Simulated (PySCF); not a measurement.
C₂H₅IMg, SMILES C[CH2][Mg][I].

Coordinates come from a PBE0-D3(BJ)/def2-SVP optimisation. The structure was generated by enumeration; whether it is a known compound was not checked. The def2 effective core potentials stand for the cores of I; spin–orbit coupling is left out. The values are those of a single conformer.

Two levels are set side by side: PBE/def2-TZVP (PySCF) and B3LYP/def2-TZVP (PySCF). Same geometry, gas phase. Differences are taken from unrounded values.

```json
[
 {"quantity": "orbital gap (eV)", "B3LYP": "5.28"},
 {"quantity": "highest occupied level (eV)", "B3LYP": "-6.74"},
 {"quantity": "lowest empty level (eV)", "B3LYP": "-1.45"},
 {"quantity": "dipole moment (D)", "B3LYP": "2.18"},
 {"quantity": "mean polarisability (bohr³)", "B3LYP": "89.4"}
]
```

Question: What does PBE give, and how far is it from B3LYP? (Estimate from the structure and the level; the computed values follow.)

Answer: 
```csv
quantity,PBE,PBE minus B3LYP
orbital gap (eV),3.92,-1.36
highest occupied level (eV),-5.81,0.93
lowest empty level (eV),-1.89,-0.44
dipole moment (D),2.19,0.01
mean polarisability (bohr³),93.1,3.6
```

Without exact exchange PBE keeps part of each electron's self-repulsion, which lifts occupied levels and narrows the gap. PBE's more diffuse valence density responds more strongly to a field. Differences between two approximate levels are no errors against the true value.

Rough cost on one machine, each run with all the roots and properties that it gave: B3LYP against PBE within a factor of 2.
